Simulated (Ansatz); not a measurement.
Geometry optimisation, RKS r2SCANh-D4/def2-SVP in Ansatz 0.2.0.

Input:

```yaml
crystal:
  periodic: [false, false, false]
  atoms:
    - { symbol: O, position_ang: [-0.4433, -1.8558, 0.8591] }
    - { symbol: C, position_ang: [0.2602, -1.1531, 0.1539] }
    - { symbol: Ge, position_ang: [-0.0672, 0.7351, -0.078] }
    - { symbol: Cl, position_ang: [1.51729, 1.85652, 0.6317] }
    - { symbol: H, position_ang: [1.1065, -1.6337, -0.3551] }
    - { symbol: H, position_ang: [-0.32515, 1.02644, -1.59806] }
    - { symbol: H, position_ang: [-1.39276, 1.10425, 0.70441] }
basis:
  gaussian: { orbitals: def2-SVP }
hamiltonian:
  xc: r2scanh
  dispersion: d4
relax:
  f_tol: 0.015
  max_steps: 40
```

Command:

```bash
$ ansatz run input.yaml --threads 2 --pin off --max-ram 3072MiB --backend cpu --events-out ev --progress --plain --runs-dir out
```

Q: Where does it end, and by what steps?

A: It converged. The force dipped under the threshold on the way, but the program's further checks kept it going. After 19 steps the energy has fallen by 0.262 eV; H5 moved furthest, 0.85 Å.

| step | energy less start (eV) | largest force component (eV/Å) | accepted |
| --- | --- | --- | --- |
| 0 | 0.0000 | 2.897 | yes |
| 1 | -0.1438 | 1.323 | yes |
| 2 | -0.1828 | 1.576 | yes |
| 3 | -0.2177 | 0.267 | yes |
| 4 | -0.2217 | 0.085 | yes |
| 5 | -0.2242 | 0.173 | yes |
| 6 | -0.2312 | 0.177 | yes |
| 7 | -0.2445 | 0.120 | yes |
| 8 | -0.2058 | 1.838 | no |
| 9 | -0.2407 | 0.297 | no |
| 10 | -0.2473 | 0.124 | yes |
| 11 | -0.2515 | 0.323 | yes |
| 12 | -0.2587 | 0.080 | yes |
| 13 | -0.2607 | 0.096 | yes |
| 14 | -0.2611 | 0.269 | yes |
| 15 | -0.2620 | 0.086 | yes |
| 16 | -0.2623 | 0.006 | yes |
| 17 | -0.2623 | 0.046 | no |
| 18 | -0.2624 | 0.016 | yes |
| 19 | -0.2624 | 0.011 | yes |

```xyz
7
Properties=species:S:1:pos:R:3
O -0.609 -2.017 0.053
C 0.260 -1.199 0.185
Ge -0.160 0.739 -0.074
Cl 1.674 1.843 0.260
H 1.314 -1.486 0.451
H -0.626 0.998 -1.508
H -1.197 1.202 0.951
```

Whether the end is a true minimum wasn't checked by a vibrational analysis.

Time of the run: 51 s on 2 threads of Intel(R) Xeon(R) Platinum 8488C (Sapphire Rapids) (shared host), peak memory 0.24 GiB.
